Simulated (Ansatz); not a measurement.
Basis-set extrapolation for CH$_{4}$N$_{2}$OSi (`N#CN[SiH2]O`) (PBE0-D4/def2-TZVP geometry, frozen core, Ansatz 0.2.0). Multiplicity 1, RHF reference.

```
                      def2-TZVPP   def2-QZVPP
                 HF  -513.065678  -513.085125
    MP2 correlation    -0.901206    -0.967562
CCSD(T) correlation    -0.960720      not run
```

Energies in hartree. Use E(X) = E(∞) + A·exp(−7.88·√X) for Hartree–Fock and E(X) = E(∞) + B·X^(−2.97) for correlation, with X = 3 and 4, and add CCSD(T) minus MP2 of the smaller set to the MP2 limit.

Task: What is the CCSD(T) energy at the basis-set limit?

Result: HF limit: -513.085125 + (-0.019447) × 0.13774 = -513.08780. MP2 limit: -0.967562 + (-0.066356) × 0.74074 = -1.01671. Higher-order term: -0.960720 − (-0.901206) = -0.05951. Total: -514.16402 hartree, 361.3 kJ/mol below CCSD(T)/def2-TZVPP.
